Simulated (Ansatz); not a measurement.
`B[SiH2]OC` + HCl → `B[SiH2]Cl` + CH₃OH at 400 K and 1 bar (ligand exchange at the Si–O bond).

Computed with Ansatz on PBE0-D4/def2-TZVP structures; ΔE is electronic, products minus reactants. CCSD(T)/CBS adds triple-zeta CCSD(T) − MP2 to the extrapolated MP2 energy (def2 sets, frozen cores). This one scheme is used for every species. One conformer a species, not always the lowest.

| species | CCSD(T)/CBS energy (Eh) | H − E (kJ/mol) | S (J/(mol·K)) |
| --- | --- | --- | --- |
| `B[SiH2]OC` | -431.29232 | 239.8 | 372.8 |
| HCl | -460.38127 | 29.6 | 195.4 |
| `B[SiH2]Cl` | -776.05948 | 125.0 | 329.6 |
| CH₃OH | -115.61712 | 151.2 | 252.6 |

H − E and S are ideal-gas, rigid-rotor, harmonic terms from PBE0-D4/def2-TZVP, for one conformer and one mirror image of each species. 1 Eh = 2625.50 kJ/mol, R = 8.31446 J/(mol·K).

Question: By hand: ΔE, ΔH, ΔS and ΔG.

Answer: ΔE = (-776.05948) + (-115.61712) − (-431.29232) − (-460.38127) = -0.00301 Eh = -7.9 kJ/mol. Δ(H − E) = 125.0 + 151.2 − 239.8 − 29.6 = 6.8, so ΔH = -1.1 kJ/mol. ΔS = 329.6 + 252.6 − 372.8 − 195.4 = 14.0 J/(mol·K). ΔG = -1.1 − 400 × (14.0)/1000 = -6.7 kJ/mol.

Question: By hand: the equilibrium constant, and the temperature at which ΔG would vanish if ΔH and ΔS stayed fixed.

Answer: log₁₀ K = −ΔG/(RT ln 10) = 0.9. ΔH and −TΔS have one sign here, so there is no such temperature.

TΔS isn't small against ΔH here. A doubt of 5 kJ/mol in ΔE shifts log₁₀ K by 0.7 here. Other conformers and mirror images would add mixing entropy, several J/(mol·K) or more a flexible species. These are equilibria of isolated gas molecules and say nothing of rates. Largest T1 diagnostic: 0.011 (customary marks: 0.02 for closed shells, 0.045 for open ones).
